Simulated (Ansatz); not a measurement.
C$_{6}$H$_{5}$N, SMILES `N#CC1=CCC=C1`: measurement beside calculation (Ansatz, PBE0-D4/def2-TZVP geometry).

```xyz
12

N     0.309    0.724    3.427
C     0.201    0.494    2.303
C     0.085    0.192    0.921
C    -0.706    0.830    0.035
C    -0.527    0.201   -1.300
C     0.471   -0.879   -1.052
C     0.821   -0.877    0.240
H    -1.364    1.660    0.248
H    -1.475   -0.191   -1.693
H    -0.177    0.928   -2.046
H     0.840   -1.548   -1.816
H     1.523   -1.536    0.732
```

Measured: 8235.592 ± 0.014 MHz (A, ground vibrational state, Watson A reduction, cavity Fourier transform microwave spectroscopy); 1902.0748 ± 0.0003 MHz (B, ground vibrational state, Watson A reduction, cavity Fourier transform microwave spectroscopy); 1559.6472 ± 0.0002 MHz (C, ground vibrational state, Watson A reduction, cavity Fourier transform microwave spectroscopy). Source: Interstellar Detection of 2-Cyanocyclopentadiene, C$_5$H$_5$CN, a Second Five-Membered Ring Toward TMC-1, 2021 (arxiv:2102.09595).

| constant | measured (MHz) | computed (MHz) | error (%) |
| --- | --- | --- | --- |
| A | 8236 | 8344 | 1.3 |
| B | 1902 | 1924 | 1.1 |
| C | 1560 | 1578 | 1.2 |

Computed constants are equilibrium values for the main isotopes; measured ground-state ones include zero-point motion, which usually lowers them by up to about 1 %.
